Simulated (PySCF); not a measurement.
# Dipole response of W³²⁺ (tungsten, charge +32)

[Kr] 4d6, high-spin 5D determinant. Computed with PySCF 2.14 in an uncontracted even-tempered set (18 s from 2.8 bohr⁻², ratio 2.5; 12 p from 3.6 bohr⁻², ratio 2.5; 9 d from 3.6 bohr⁻², ratio 2.5; 4 f from 17 bohr⁻², ratio 2.7; 3 g from 26 bohr⁻², ratio 2.7), with the non-relativistic Hamiltonian (point nucleus). Coupled (time-dependent) response in atomic units; α is the mean over directions.

```tsv
method	mean α (bohr³)	α xx, yy, zz	C₆ (like pair)	S(−4)
UHF	0.04725	0.04493, 0.04493, 0.05189	0.01855	0.0007214
```

S(−4) is the Cauchy moment in α(ω) = α(0) + S(−4) ω² + …

Spin-orbit coupling is absent.

α(iu) at UHF:

| u (hartree) | α(iu) (bohr³) |
| --- | --- |
| 0 | 0.04725 |
| 1.00 | 0.04654 |
| 2.00 | 0.04460 |
| 4.00 | 0.03877 |
| 6.00 | 0.03271 |
| 8.00 | 0.02762 |
| 10.0 | 0.02357 |
| 15.0 | 0.01681 |
| 20.0 | 0.01287 |
| 30.0 | 0.008647 |
| 50.0 | 0.005139 |

A single London oscillator, α(iu) = α/(1 + u²/ω²), gives C₆ = (3/4) ω α². Matching the computed C₆ needs ω = 4 × 0.01855 / (3 × 0.04725²) = 11.1 hartree.

For an ion, C₆ is the dispersion term alone; charge-induced terms of lower order in 1/R come first.

The components differ because the open shell of this determinant is not spherical; for a pure term their mean is the scalar polarisability.

A non-relativistic calculation at this Z misses sizeable relativistic shifts. Spin-orbit coupling is strong in this species (close to jj coupling), so the high-spin LS determinant is a model state, not a physical level.
